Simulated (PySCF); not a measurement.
TDDFT excited states: C2H9NSi

Compound: C₂H₉NSi.
Atom-mapped SMILES: `[CH3:1][N:2]([CH3:3])[SiH3:4]` (hydrogens: H5, H6, H7 on C1; H8, H9, H10 on C3; H11, H12, H13 on Si4)

Method: PySCF 2.14.0, density-fitted response routines, TDDFT PBE0/def2-SVPD, vertical, gas phase, core orbitals frozen in the response. Isolated species at its GFN2-xTB geometry, gas phase.

**Question.** List the vertical singlet excitations with oscillator strengths and describe the spectrum.

**Answer.** 

```json
{"state": "S1", "λ (nm)": "229.5", "E (eV)": "5.40", "f": "0.0091", "symmetry": "A′", "main configurations (H = HOMO, L = LUMO)": "H→L (98%)"}
{"state": "S2", "λ (nm)": "200.9", "E (eV)": "6.17", "f": "0.041", "symmetry": "A′", "main configurations (H = HOMO, L = LUMO)": "H→L+1 (95%)"}
{"state": "S3", "λ (nm)": "193.1", "E (eV)": "6.42", "f": "0.0011", "symmetry": "–", "main configurations (H = HOMO, L = LUMO)": "H→L+2 (96%)"}
{"state": "S4", "λ (nm)": "182.7", "E (eV)": "6.79", "f": "0.0050", "symmetry": "A′", "main configurations (H = HOMO, L = LUMO)": "H→L+3 (97%)"}
{"state": "S5", "λ (nm)": "177.1", "E (eV)": "7.00", "f": "0.025", "symmetry": "A′", "main configurations (H = HOMO, L = LUMO)": "H→L+5 (98%)"}
{"state": "S6", "λ (nm)": "176.1", "E (eV)": "7.04", "f": "0.0000", "symmetry": "–", "main configurations (H = HOMO, L = LUMO)": "H→L+4 (97%)"}
{"state": "S7", "λ (nm)": "160.8", "E (eV)": "7.71", "f": "0.107", "symmetry": "A′", "main configurations (H = HOMO, L = LUMO)": "H→L+6 (96%)"}
{"state": "S8", "λ (nm)": "156.8", "E (eV)": "7.91", "f": "0.036", "symmetry": "A′", "main configurations (H = HOMO, L = LUMO)": "H→L+7 (96%)"}
```

Triplets, Tamm–Dancoff:

```json
{"state": "T1", "E (eV)": "5.20", "λ (nm)": "238.4", "main configurations (H = HOMO, L = LUMO)": "H→L (91%)"}
{"state": "T2", "E (eV)": "5.92", "λ (nm)": "209.5", "main configurations (H = HOMO, L = LUMO)": "H→L+1 (87%)"}
{"state": "T3", "E (eV)": "6.27", "λ (nm)": "197.6", "main configurations (H = HOMO, L = LUMO)": "H→L+2 (94%)"}
```

The lowest singlet comes at 229 nm (521 kJ/mol) in the ultraviolet; it is weak; its leading configuration is HOMO→LUMO (98%). The strongest level in the table is S7 at 7.71 eV (161 nm, f = 0.107). Löwdin shares by element: HOMO nitrogen 54%, carbon 17%, silicon 8% (atoms not listed hold the other 21%); LUMO silicon 30%, carbon 24%, hydrogen 7% or more (atoms not listed hold the other 39%). The oscillator strengths of these states sum to 0.224; summed over the whole spectrum of an exact calculation they would give the number of electrons, 42 (Thomas–Reiche–Kuhn). Orbital energies (eV): HOMO-3 -10.00, HOMO-2 -9.57, HOMO-1 -9.57, HOMO -6.33, LUMO 0.40, LUMO+1 0.94, LUMO+2 1.39. The listed states span 2.51 eV, and the widest gap between neighbours is 0.77 eV (S1 to S2). Symmetry labels in Cs follow from the direction of the transition dipole and are given only for states with f of 0.002 or more. Only the lowest 8 singlets were computed, as vertical energies without vibronic structure.
